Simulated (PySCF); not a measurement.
Precursor series Ti F-NH2. All species are isolated molecules in the gas phase. One relaxed conformer stands for each flexible species; it need not be the lowest.

Method: PBE-D3(BJ)/def2-TZVP // r2SCAN-D4/def2-SVP in PySCF 2.14.0. 

| species | mean distance from the central atom to its bonded neighbours (Å) | LUMO (eV) |
|---|---|---|
| 0 of 4 F replaced by NH2 ([Ti(F)4]) | 1.735 | -3.98 |
| 1 of 4 F replaced by NH2 ([Ti(F)3(NH2)]) | 1.775 | [?] |
| 2 of 4 F replaced by NH2 ([Ti(F)2(NH2)2]) | [?] | -2.59 |
| 4 of 4 F replaced by NH2 ([Ti(NH2)4]) | 1.891 | -1.66 |

**Question.** What belongs in the gaps?

**Answer.** 
- 1 of 4 F replaced by NH2 ([Ti(F)3(NH2)]), LUMO (eV): -3.43
- 2 of 4 F replaced by NH2 ([Ti(F)2(NH2)2]), mean distance from the central atom to its bonded neighbours (Å): 1.814
